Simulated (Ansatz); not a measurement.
PAsSbSb tetrahedron (Sb2AsP). The state is a triplet with charge 0. Geometry PBE0-D4/def2-SVP, that of the neutral singlet; atoms count from 1.

```xyz
4

P     0.663    0.896   -0.932
As    1.074   -0.315    1.035
Sb   -0.456   -1.389   -0.815
Sb   -1.281    0.809    0.712
```

In the def2 sets Sb takes a core potential; there is no spin–orbit coupling. At PBE0-D4/def2-TZVP a singlet of charge 0 lies 2.97 eV below the triplet at the same geometry.

Q: Estimate the Mulliken populations from the PBE0/def2-TZVP orbitals of Ansatz.

A: 
| atom | charge (e) | spin (α − β) |
| --- | --- | --- |
| P1 | -0.19 | 0.01 |
| As2 | -0.05 | -0.03 |
| Sb3 | 0.12 | 1.01 |
| Sb4 | 0.12 | 1.01 |
Mulliken values depend strongly on the basis.

Q: Where does the spin sit?

A: Summed by element: P 0.01, As -0.03, Sb 2.02, of 2 unpaired in all. Largest on single atoms: Sb3 1.01, Sb4 1.01, As2 -0.03.

Q: And the Mayer bond orders between heavy atoms (over 0.3)?

A: P1–As2 1.04 (2.35 Å); P1–Sb3 1.00 (2.55 Å); P1–Sb4 1.00 (2.55 Å); As2–Sb3 1.00 (2.63 Å); As2–Sb4 1.00 (2.63 Å).
